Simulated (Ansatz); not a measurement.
Mulliken charges of CH6GeOSi (`[GeH3][SiH]1CO1`) from PBE/def2-TZVPP in Ansatz (PBE0-D4/def2-TZVP geometry).

```tsv
atom	x (Å)	y (Å)	z (Å)	charge (e)
Ge1	-1.302	1.238	-0.253	0.013
Si2	0.611	-0.132	-0.520	0.283
C3	1.169	-1.272	0.774	-0.094
O4	0.379	-1.779	-0.350	-0.333
H5	-2.199	1.169	-1.499	0.003
H6	-2.098	0.765	0.972	0.007
H7	-0.872	2.700	-0.045	-0.002
H8	1.553	0.269	-1.595	-0.067
H9	2.187	-1.656	0.788	0.095
H10	0.656	-1.351	1.730	0.096
```

Q: By hand: the dipole of these point charges (1 e Å = 4.8032 D).

A: Σ q r = (0.067, 0.389, 0.244) e Å, of length 0.464 e Å = 2.23 D.

Q: How does the dipole of the full density compare? (Best estimate.)

A: The calculation gave: (0.073, 0.305, 0.088) e Å, 1.56 D; the point charges give 1.43 times that, at 16° from its direction.

Point charges leave out the atoms' own dipoles, such as those of lone pairs, and Mulliken's split depends on the basis, so the two needn't agree.
